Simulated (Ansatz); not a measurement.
Another site gives an ion 13479.58 eV lower (`O[SiH2]Br`) at the level frozen-core CCSD(T)/def2-TZVPD // CAM-B3LYP-D3(BJ)/def2-TZVPD (Ansatz, a program for electronic structure).

The numbers are results of frozen-core CCSD(T)/def2-TZVPD // CAM-B3LYP-D3(BJ)/def2-TZVPD run with Ansatz, not measurements.

Ansatz 0.2 input:
```yaml
crystal:
  periodic: [false, false, false]
  atoms:
    - { symbol: O, position_ang: [-1.881701, 0.878255, -0.094559] }
    - { symbol: Si, position_ang: [-0.930224, -0.470154, -0.114943] }
    - { symbol: Ge, position_ang: [1.387163, 0.068914, -0.042994] }
    - { symbol: H, position_ang: [-1.829538, 1.486511, 0.64443] }
    - { symbol: H, position_ang: [-1.245794, -1.362656, 1.027203] }
    - { symbol: H, position_ang: [-1.263195, -1.166141, -1.372465] }
    - { symbol: H, position_ang: [1.708399, 0.897424, 1.209773] }
    - { symbol: H, position_ang: [2.240484, -1.20508, 0.008666] }
    - { symbol: H, position_ang: [1.817172, 0.885441, -1.266813] }
basis:
  gaussian: { orbitals: def2-TZVPD }
correlation:
  method: ccsd_t
```

Output:

```
Functional definition: HF
1313 factors; integrals over basis functions are off by at most 1.0e-3 eV
mean field evaluation 1: about -66467.3633 eV, gradient 3.7e1 eV
mean field evaluation 2: about -66467.4149 eV, gradient 3.7e1 eV
mean field evaluation 4: about -66470.2987 eV, gradient 3.1e0 eV
mean field evaluation 8: about -66470.3472 eV, gradient 1.4e-1 eV
mean field evaluation 16: about -66469.2796 eV, gradient 2.4e1 eV
mean field -66470.34731941 eV, -2442.7402087686 hartree, gradient 1.7e-6 eV, S^2 0.000000; 0 other end points of the search recorded, 0 dependent functions left out
15 core orbitals not correlated
reference -66470.34731941 eV, -2442.7402087686 hartree; 15, 15 occupied and 161, 161 virtual orbitals, 1313 factors
second order -16.88514979 eV of doubles, -0.00000000 eV of singles
cycle   1  -17.23712624 eV  change   -3.5e-1 eV  update   1.0e-1
cycle   2  -17.80868475 eV  change   -5.7e-1 eV  update   3.0e-2
cycle   3  -17.89453126 eV  change   -8.6e-2 eV  update   1.5e-2
cycle   4  -17.88265060 eV  change    1.2e-2 eV  update   3.6e-3
cycle   5  -17.88204270 eV  change    6.1e-4 eV  update   1.5e-3
cycle   6  -17.88205004 eV  change   -7.3e-6 eV  update   3.9e-4
cycle   7  -17.88176799 eV  change    2.8e-4 eV  update   1.4e-4
cycle   8  -17.88175185 eV  change    1.6e-5 eV  update   4.5e-5
cycle   9  -17.88176939 eV  change   -1.8e-5 eV  update   1.8e-5
perturbative correction -0.59986753 eV, -0.0220447252 hartree
Total energy: -66488.82895633 eV, -2443.4193963984 hartree
```

Cost: roughly 100 core-seconds.
